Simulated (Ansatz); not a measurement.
Reaction (SMILES): C[Si](C)(C)O[SiH3] + 5 [H][H] (H2) -> 3 C (CH4) + O (H2O) + 2 [SiH4] (SiH4)
Structures are relaxed separately at B3LYP-D3(BJ)/def2-TZVP in Ansatz (a first-principles code), one conformer each, not searched for the lowest.

Wanted: energy of full hydrogenation (electronic energy difference), in kcal/mol. Correlated levels leave the core frozen unless marked. Spin-orbit coupling is left out. No relativistic terms. CBS marks a two-point X^-3 extrapolation of the correlation energy; Hartree-Fock from the larger set.

Level to compare with: CCSD(T)/CBS(cc-pV(T+d)Z,cc-pV(Q+d)Z) (Ansatz), 23.2 kcal/mol. It is a level with limits of its own, and the differences hold the functionals' basis error too.

### Question
Rank these functionals by how close they come to CCSD(T)/CBS(cc-pV(T+d)Z,cc-pV(Q+d)Z), closest first: B97M-V/def2-TZVPD (Ansatz); revPBE/def2-TZVPD (Ansatz); LC-wPBE/def2-TZVPD (Ansatz).

### Answer
B97M-V/def2-TZVPD (meta-GGA with VV10, 17.7 kcal/mol, difference -5.5), LC-wPBE/def2-TZVPD (range-separated hybrid, 14.6 kcal/mol, difference -8.6), revPBE/def2-TZVPD (GGA, 8.9 kcal/mol, difference -14.3)
